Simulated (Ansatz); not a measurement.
Diatomic CoBr, multiplicity 5 (an upper state: multiplicity 3 came lower at PBE0/def2-TZVPP). No spin–orbit coupling. Co is treated without relativity. Br is treated without relativity.

Constants: fifth-degree fit in 1/R to seven points, most abundant isotopes. Runs in def2 and cc sets follow the lowest solution found near the PBE0 minimum.

Programs: Ansatz (Gaussian basis) for Hartree–Fock, density functionals and correlated methods. Each number belongs to the level named beside it.

Q: What bond length and harmonic frequency does PBE/def2-TZVPP give?

A: r_e = 2.317 Å, ω_e = 275 cm⁻¹.

Q: What bond length and harmonic frequency does PBE0/def2-TZVPP give?

A: r_e = 2.321 Å, ω_e = 292 cm⁻¹.

Q: What bond length and harmonic frequency does wB97X-V/def2-TZVPP give?

A: r_e = 2.315 Å, ω_e = 297 cm⁻¹.

Ansatz is a quantum-chemistry and plane-wave program.
